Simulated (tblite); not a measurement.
Run record: tight-binding relaxation, `BCB[O][GeH2]` [radical].

Computed with GFN2-xTB geometry optimisation, gas phase (tblite 0.8.0). Start geometry: from a force field or distance geometry. The command runs a driver script over a list of jobs; the input below is this job's line of settings and its coordinates in Å.

Command:
```bash
OMP_NUM_THREADS=1 python probes_run.py task.json out
```

Input:
```
{"job": {"kind": "relax", "xc": "GFN2-xTB", "basis": "xTB"}, "charge": 0, "multiplicity": 2}
B     -1.201000     1.160100     0.573000
C     -1.136200     0.032100    -0.542900
B     -0.095500    -1.103500    -0.077500
O      1.038200    -1.433200    -0.935000
Ge     2.397900    -0.455100    -0.296700
H     -0.254600     1.795900     0.842700
H     -2.233200     1.395400     1.112300
H     -0.794100     0.479600    -1.489000
H     -2.129500    -0.429600    -0.668400
H     -0.319800    -1.728600     0.903400
H      2.641300    -0.765200     1.194100
H      2.087900     1.051400    -0.494600
```

**Question.** Give the output.

**Answer.** 
```
step      E/eV     max force
  0    -384.99730    3.040
  1    -385.19718    1.894
  2    -385.32064    2.415
  3    -385.38452    0.914
  4    -385.43305    0.421
  5    -385.44919    0.438
  6    -385.47298    0.488
  7    -385.49386    0.373
  8    -385.51100    0.397
  9    -385.52496    0.314
... (130 lines left out)
140    -386.00092    0.049
141    -386.00140    0.055
142    -386.00203    0.067
143    -386.00273    0.061
144    -386.00325    0.041
145    -386.00351    0.025
146    -386.00360    0.026
147    -386.00363    0.010
148    -386.00365    0.013
149    -386.00365    0.007
```

«max force» is the largest atomic force in eV/Å.

**Question.** From which step on does the largest force stay under 0.1 eV/Å, and how much energy is left to gain from there?

**Answer.** From step 126 (0.035 eV/Å), 4.9 meV above the end.

In short: energy lowered by 23.2 kcal/mol over 149 steps; largest atomic force 0.007 eV/Å at the end.

Hardware: an AMD EPYC 7B13 with one thread, shared host. Cost: 0.71 s.
Labels such as C1 count atoms from 1, the log's own numbers from 0.
